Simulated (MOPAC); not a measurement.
MOPAC input (PM7):

```
PM7 FORCE THERMO(298,298) PRECISE LET UHF MS=0.5 GEO-OK AUX(PRECISION=9) THREADS=1
C2H9P2Si

C    -1.13644284 1   -0.64668469 1   -1.53702901 1
Si    0.05806595 1   -0.12082080 1   -0.01129531 1
C     1.66773799 1    0.24276779 1   -1.17906076 1
P    -0.00830808 1   -1.40339191 1    1.03372792 1
P    -0.31533366 1    1.48343727 1    0.39562277 1
H    -1.04606823 1    0.09389685 1   -2.35378107 1
H    -2.19681995 1   -0.72515416 1   -1.22032254 1
H    -0.80067790 1   -1.63596889 1   -1.91518411 1
H     1.92495701 1   -0.73819242 1   -1.62390019 1
H     2.53512343 1    0.58561253 1   -0.58759429 1
H     1.47748536 1    0.95216019 1   -2.00236676 1
H     0.66820935 1   -1.67968951 1    2.33855707 1
H    -1.57666953 1    1.88438496 1    1.13285311 1
H     0.66228041 1    2.39074574 1    1.10345682 1
```

From the output:

```
     H   14   0.405782   3.031304

          HEAT OF FORMATION =    -117.650464 KCALS/MOLE

          ZERO POINT ENERGY      60.599 KCAL/MOL

           NORMAL COORDINATE ANALYSIS (Total motion = 1 Angstrom)

   Root No.       1         2         3         4         5         6         7         8

                 1 A       2 A       3 A       4 A       5 A       6 A       7 A       8 A

                 142.8     153.0     167.6     198.4     291.9     294.6     318.5     392.1

           1    0.0002    0.0071   -0.0024   -0.0074   -0.0061    0.0065    0.0545    0.0157
           2    0.0141   -0.0276    0.0089   -0.0662   -0.0407    0.0150   -0.0148   -0.0039
           3   -0.0076    0.0510   -0.0120   -0.0119   -0.0357    0.0595   -0.0297    0.0186
           4    0.0004    0.0089   -0.0026   -0.0103   -0.0069    0.0060    0.0534    0.0165
           5   -0.0004    0.0122   -0.0033   -0.0043    0.0547    0.0030    0.0073    0.0183
           6    0.0010   -0.0032   -0.0010   -0.0028   -0.0016   -0.0402    0.0005   -0.0017
           7   -0.0162    0.0160   -0.0061    0.0742    0.0106   -0.0082   -0.0315    0.0008
           8    0.0008    0.0046   -0.0003   -0.0081    0.0457    0.0121    0.0133    0.0209
           9   -0.0002   -0.0403    0.0229    0.0333    0.0119    0.0705    0.0203   -0.0158
          10   -0.0029    0.0053   -0.0052   -0.0178   -0.0131    0.0245   -0.0425   -0.0096
          11   -0.0085    0.0126   -0.0043    0.0051   -0.0239   -0.0394   -0.0156   -0.0047
          12    0.0054   -0.0063   -0.0001   -0.0129    0.0428   -0.0006   -0.0259    0.0011
          13    0.0100   -0.0211    0.0105   -0.0071    0.0172   -0.0271   -0.0097   -0.0133
          14    0.0012   -0.0083    0.0021    0.0312   -0.0220    0.0239    0.0134   -0.0192
          15   -0.0020    0.0042   -0.0048    0.0047   -0.0283   -0.0282    0.0296   -0.0060
          16   -0.0086    0.0116    0.0052   -0.0404   -0.0551    0.0499    0.0216    0.0120
          17   -0.1138   -0.0181    0.1019   -0.1193   -0.0492    0.0059   -0.0102   -0.0274
          18    0.1071    0.0453   -0.0955    0.0215   -0.0524    0.0912   -0.0499    0.0382
          19   -0.0075    0.0301   -0.0080    0.0263    0.0401    0.0084    0.0621    0.0319
          20   -0.0171   -0.0321    0.0353   -0.0914   -0.0598    0.0148   -0.0190   -0.0143
          21   -0.1797    0.0772    0.1079   -0.0638   -0.0289    0.0628   -0.0269    0.0041
          22    0.0197   -0.0243   -0.0041   -0.0179   -0.0052   -0.0424    0.0705   -0.0033
          23    0.1856   -0.0522   -0.1089   -0.0270   -0.0723    0.0341   -0.0289    0.0100
          24    0.0441    0.0533   -0.0515    0.0047   -0.0478    0.0848   -0.0426    0.0301
          25    0.0912    0.1138    0.1294    0.1188    0.0004   -0.0287   -0.0674    0.0051
          26   -0.0104   -0.0104   -0.0022    0.0246    0.0683    0.0694    0.0128   -0.0032
          27   -0.0533   -0.0904   -0.0402    0.0233    0.0251    0.1009    0.0375   -0.0268
          28   -0.0256    0.0137   -0.0155    0.0868    0.0147   -0.0114   -0.0484   -0.0039
          29    0.0244    0.0072    0.0214   -0.0482    0.0336    0.0222    0.0652    0.0329
          30    0.1205    0.0613    0.1750    0.0687    0.0024    0.0706    0.0078   -0.0101
          31   -0.1220   -0.0650   -0.1343    0.0643    0.0328    0.0020   -0.0401   -0.0169
          32   -0.0109    0.0162   -0.0180    0.0062    0.0388   -0.0397   -0.0330    0.0199
          33   -0.0648   -0.1029   -0.0532    0.0190    0.0311    0.1113    0.0442   -0.0277
          34   -0.0056   -0.0026   -0.0038   -0.0147    0.0137    0.0167   -0.0645    0.0155
          35   -0.0001    0.0194   -0.0156    0.0153    0.0356   -0.0416   -0.0395   -0.0971
          36   -0.0058   -0.0252    0.0090   -0.0154    0.0532   -0.0115   -0.0728    0.1030
          37    0.0005   -0.1351    0.0459    0.0603   -0.0870   -0.0499   -0.1057    0.1592
          38    0.0072    0.0001    0.0007    0.0296   -0.0284    0.0229    0.0172   -0.0910
          39    0.0083    0.0070   -0.0038    0.0124   -0.0575   -0.0269    0.0302   -0.1282
          40    0.0193    0.0187   -0.0039   -0.0286    0.0571   -0.0120    0.0125   -0.1549
          41   -0.0103   -0.1267    0.0417    0.0989   -0.1361   -0.0185   -0.0819    0.1948
          42   -0.0168    0.0001   -0.0020    0.0044   -0.0437   -0.0297    0.0550    0.1810

   Root No.       9        10        11        12        13        14        15        16

                 9 A      10 A      11 A      12 A      13 A      14 A      15 A      16 A

                 481.9     556.0     574.2     585.8     605.8     694.2     721.1     784.6

           1    0.0111   -0.0005    0.1261   -0.0659    0.0580   -0.0267   -0.0014    0.0045
           2    0.0126    0.0017   -0.0077   -0.0048   -0.0001   -0.0030    0.0038    0.0066
           3    0.0003    0.0095    0.0014   -0.0030   -0.0018    0.0013    0.0004    0.0137
           4   -0.0099   -0.0202   -0.0364    0.0048   -0.0368    0.0418    0.0171   -0.0145
           5    0.0152   -0.0027   -0.0518   -0.0261    0.0171   -0.0239    0.0266    0.0297
           6   -0.0014    0.0271    0.0193   -0.0105   -0.0250    0.0264   -0.0010    0.0632
           7    0.0037    0.0006    0.0022    0.0105   -0.0038    0.0071    0.0015   -0.0035
           8    0.0090    0.0464    0.0800    0.1164   -0.0041    0.0159   -0.0048   -0.0122
           9   -0.0089    0.0038   -0.0037   -0.0082   -0.0051   -0.0002    0.0001    0.0116
          10    0.0019    0.0006   -0.0067    0.0151    0.0028   -0.0126   -0.0010    0.0230
          11   -0.0336   -0.0232    0.0132   -0.0104   -0.0023    0.0044   -0.0034   -0.0235
          12   -0.0100   -0.0509    0.0233   -0.0117   -0.0115    0.0052   -0.0008   -0.0342
          13   -0.0053    0.0145   -0.0154    0.0061   -0.0045   -0.0278   -0.0180   -0.0097
          14   -0.0064   -0.0014   -0.0034   -0.0113   -0.0022    0.0119   -0.0317    0.0073
          15    0.0227    0.0022   -0.0364    0.0316    0.0432   -0.0216   -0.0024   -0.0188
          16    0.0428    0.0018    0.0913   -0.0438    0.0392    0.0017    0.0010   -0.1194
          17    0.0264    0.0041    0.0030   -0.0051   -0.0065    0.0109   -0.0135   -0.0096
          18    0.0079    0.0098   -0.0108    0.0008    0.0030   -0.0011    0.0159   -0.0359
          19   -0.0058   -0.0166    0.0542   -0.0521    0.0440   -0.0372    0.0549    0.0196
          20    0.0222    0.0059    0.0095   -0.0044    0.0005    0.0048   -0.0185   -0.0083
          21    0.0209    0.0014   -0.0049   -0.0013    0.0025   -0.0005    0.0118   -0.0223
          22   -0.0153    0.0079    0.0983   -0.0523    0.0096    0.0206   -0.0401    0.0950
          23    0.0092    0.0086    0.0023   -0.0042   -0.0015    0.0071   -0.0128   -0.0162
          24    0.0088    0.0065    0.0021   -0.0008    0.0091   -0.0081    0.0123   -0.0297
          25    0.0160    0.0036    0.0072    0.0067    0.0054   -0.0106   -0.0086    0.0020
          26    0.0075    0.0320    0.0252    0.0805    0.0238   -0.0448   -0.0074   -0.0714
          27   -0.0149    0.0019   -0.0152   -0.0066   -0.0010   -0.0115   -0.0002   -0.0167
          28    0.0091    0.0056    0.0116    0.0098   -0.0015   -0.0068   -0.0088    0.0049
          29   -0.0079    0.0202    0.0244    0.0868   -0.0109    0.0520    0.0300   -0.0252
          30   -0.0007    0.0025   -0.0045    0.0004    0.0053   -0.0098   -0.0072   -0.0133
          31    0.0070    0.0080    0.0085    0.0074   -0.0026   -0.0114   -0.0059    0.0089
          32    0.0244    0.0440    0.0845    0.0801   -0.0080    0.0132    0.0011    0.0687
          33   -0.0158    0.0056   -0.0136    0.0003    0.0004   -0.0125   -0.0066   -0.0275
          34    0.0660    0.2328   -0.0636   -0.0961    0.0347    0.0957   -0.0109   -0.0954
          35    0.4668    0.0732    0.0353   -0.1346   -0.1203    0.1086   -0.0091   -0.1472
          36   -0.2135    0.3432   -0.0948   -0.1479    0.1366    0.1347   -0.0208   -0.1701
          37    0.1062   -0.1252   -0.0099    0.0588    0.1681    0.1552    0.1043    0.0491
          38   -0.0587    0.0805    0.0500   -0.0291   -0.0965   -0.0674    0.1762   -0.0298
          39   -0.0668    0.1351    0.0699    0.0044   -0.1166   -0.1205    0.3513   -0.0718
          40   -0.0250   -0.0199   -0.0312    0.0331    0.1330    0.1009    0.0198    0.0190
          41    0.0602   -0.0076    0.0456   -0.0066   -0.0679   -0.0745    0.2030   -0.0240
          42    0.0242    0.0738   -0.0337   -0.0326   -0.2339   -0.2159   -0.2351   -0.0469

   Root No.      17        18        19        20        21        22        23        24

                17 A      18 A      19 A      20 A      21 A      22 A      23 A      24 A

                 900.5     912.0     934.1     960.7    1235.6    1270.2    1280.9    1286.3

           1   -0.0031   -0.0017    0.0007    0.0004    0.0017   -0.0124   -0.0021   -0.0021
           2   -0.0154    0.0021    0.0411   -0.0115    0.0003   -0.0231   -0.0023   -0.0073
           3    0.0164   -0.0170   -0.0034   -0.0363   -0.0028   -0.0044   -0.0356   -0.0012
           4    0.0097    0.0091    0.0033   -0.0008   -0.0055   -0.0028   -0.0005   -0.0004
           5    0.0025   -0.0006   -0.0125    0.0056    0.0048   -0.0014    0.0006    0.0001
           6    0.0002   -0.0054    0.0053    0.0273   -0.0062    0.0005   -0.0000    0.0005
           7   -0.0317   -0.0318   -0.0105   -0.0020   -0.0015   -0.0141    0.0096    0.0114
           8    0.0008    0.0025    0.0028   -0.0027   -0.0012   -0.0077    0.0025   -0.0049
           9   -0.0189    0.0306   -0.0156   -0.0193   -0.0039    0.0013    0.0038   -0.0371
          10   -0.0014   -0.0020   -0.0005    0.0034    0.0005    0.0003    0.0001   -0.0000
          11    0.0005    0.0000    0.0003   -0.0021    0.0002   -0.0001    0.0002    0.0001
          12    0.0008    0.0002    0.0004   -0.0051    0.0008   -0.0002   -0.0001   -0.0001
          13   -0.0019    0.0009   -0.0009   -0.0019   -0.0085   -0.0000   -0.0000    0.0004
          14   -0.0017    0.0009    0.0018    0.0028    0.0053   -0.0000   -0.0003    0.0001
          15   -0.0006    0.0011   -0.0013   -0.0053   -0.0090    0.0000    0.0001    0.0000
          16   -0.0075    0.0839   -0.1660    0.2426    0.0011    0.0099   -0.0592   -0.0038
          17    0.0351   -0.0050   -0.0699    0.0150   -0.0140    0.1141   -0.1756    0.0338
          18   -0.0344    0.0360    0.0067    0.0741    0.0124   -0.1081    0.1189   -0.0365
          19   -0.1107    0.0475    0.2622   -0.0261   -0.0147    0.1468   -0.0132    0.0327
          20    0.0284   -0.0108   -0.0770    0.0165    0.0070   -0.0526    0.0721   -0.0118
          21   -0.0261    0.0254    0.0159    0.0451    0.0089    0.0960    0.3253    0.0250
          22    0.1537   -0.1122   -0.1059   -0.2144   -0.0004    0.0447    0.1167    0.0024
          23    0.0287   -0.0003   -0.0644    0.0187   -0.0085    0.2273    0.1192    0.0674
          24   -0.0312    0.0283    0.0047    0.0609   -0.0054    0.0605   -0.0153    0.0220
          25    0.0771    0.0455    0.0239    0.0140    0.0051    0.1216   -0.0529   -0.2458
          26    0.2279   -0.1044    0.1186    0.1263   -0.0059    0.0091    0.0203   -0.0529
          27    0.0200   -0.0460    0.0158    0.0229   -0.0079   -0.0534    0.0341    0.0837
          28    0.0459    0.0383    0.0198    0.0035   -0.0033   -0.0375    0.0194   -0.0035
          29   -0.2155   -0.1910   -0.0888   -0.0165    0.0113    0.1029   -0.0471    0.0017
          30    0.0509   -0.0203    0.0284    0.0264    0.0176   -0.0298   -0.0278    0.3575
          31    0.0580    0.0707    0.0103   -0.0054    0.0226    0.1002   -0.0822    0.1134
          32    0.0058    0.2789   -0.0557   -0.1055   -0.0046    0.0120   -0.0049    0.0948
          33    0.0385   -0.0858    0.0359    0.0485    0.0168    0.0623   -0.0535   -0.0003
          34    0.0014    0.0029    0.0107   -0.0214   -0.0037   -0.0007    0.0001    0.0000
          35   -0.0013   -0.0140    0.0221   -0.0469   -0.0047   -0.0009   -0.0007   -0.0022
          36    0.0043    0.0113    0.0098   -0.0288    0.0003   -0.0011   -0.0002    0.0014
          37    0.0250   -0.0061    0.0096    0.0012    0.3644    0.0021   -0.0055   -0.0051
          38    0.0082   -0.0023   -0.0096   -0.0072    0.0723   -0.0014    0.0003   -0.0005
```
